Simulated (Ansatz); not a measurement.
Input for Ansatz (an electronic-structure program): R-CCSD(T)/def2-TZVPPD on Cl2Hg (SMILES [Cl][Hg][Cl]), atoms moved off the minimum. Elements past Kr take the def2 small-core potentials; no spin–orbit coupling. Files ending in .json are basis or fitting sets from the Basis Set Exchange.

Ansatz 0.2 input:
```yaml
crystal:
  periodic: [false, false, false]
  atoms:
    - {symbol: Hg, position_ang: [-0.06635588, 0.10293313, 0.01552060]}
    - {symbol: Cl, position_ang: [0.08022567, -0.03032087, -2.44717261]}
    - {symbol: Cl, position_ang: [0.00312490, 0.14566157, 2.28905468]}
basis:
  gaussian:
    orbitals: def2-TZVPPD.json
magnetization: {spin_polarized: false}
correlation: {method: ccsd_t, electrons: outside_noble_gas}
scf: {lower_state_search: off}
output: {forces: true}
```

Program output:

```
WARN ansatz: RAYON_NUM_THREADS=4 ignored (pool sized by the plan → 4); use --threads N
Functional definition: HF
these checks for a lower state are left out or cut short: starts, cluster_reference, orbital_swaps, neighbouring_geometries, increment
integrals: 0.45 GiB planned
1008 factors; integrals over basis functions are off by at most 9.2e-4 eV
mean field: 0.58 GiB planned
mean field evaluation 1: about -29158.1816 eV, gradient 2.4e1 eV
mean field evaluation 2: about -29158.4807 eV, gradient 2.4e1 eV
mean field evaluation 4: about -29160.1232 eV, gradient 1.6e0 eV
mean field evaluation 8: about -29160.1423 eV, gradient 2.5e-1 eV
mean field -29160.14253386 eV, -1071.6154726647 hartree, gradient 8.3e-6 eV, S^2 0.000000; 0 other end points of the search recorded, 0 dependent functions left out
14 core orbitals not correlated
reference -29160.14253386 eV, -1071.6154726647 hartree; 13, 13 occupied and 137, 137 virtual orbitals, 1008 factors
densities: 2.24 GiB planned
second order -21.84831079 eV of doubles, -0.00000000 eV of singles
coupled cluster: 1.26 GiB planned
cycle   1  -21.17113951 eV  change    6.8e-1 eV  update   1.1e-1
cycle   2  -21.66196869 eV  change   -4.9e-1 eV  update   3.2e-2
cycle   3  -21.78370922 eV  change   -1.2e-1 eV  update   2.2e-2
cycle   4  -21.75043851 eV  change    3.3e-2 eV  update   7.9e-3
cycle   5  -21.74596342 eV  change    4.5e-3 eV  update   3.1e-3
cycle   6  -21.74855967 eV  change   -2.6e-3 eV  update   8.4e-4
cycle   7  -21.74819890 eV  change    3.6e-4 eV  update   3.1e-4
cycle   8  -21.74815851 eV  change    4.0e-5 eV  update   9.5e-5
cycle   9  -21.74825519 eV  change   -9.7e-5 eV  update   3.8e-5
cycle  10  -21.74825105 eV  change    4.1e-6 eV  update   1.0e-5
cycle  11  -21.74823915 eV  change    1.2e-5 eV  update   4.5e-6
perturbative correction -0.95423845 eV, -0.0350676163 hartree
the calculation of the forces begins
mean field evaluation 16: about -29159.6784 eV, gradient 2.1e0 eV
Total energy: -29182.84501146 eV, -1072.4497733282 hartree
Atom 0 at    -0.066356     0.102933     0.015521 Å, force     0.281630    -0.171076    -1.971311 eV/Å
Atom 1 at     0.080226    -0.030321    -2.447173 Å, force    -0.198491     0.142810     2.111941 eV/Å
Atom 2 at     0.003125     0.145662     2.289055 Å, force    -0.083139     0.028266    -0.140630 eV/Å
Dipole moment:    -0.061489     0.029153     0.164012 e Å
Checks for a lower state left out: starts, cluster_reference, orbital_swaps, neighbouring_geometries, increment
```

Self-consistency was reached.

Cost: very roughly 9 core-minutes.
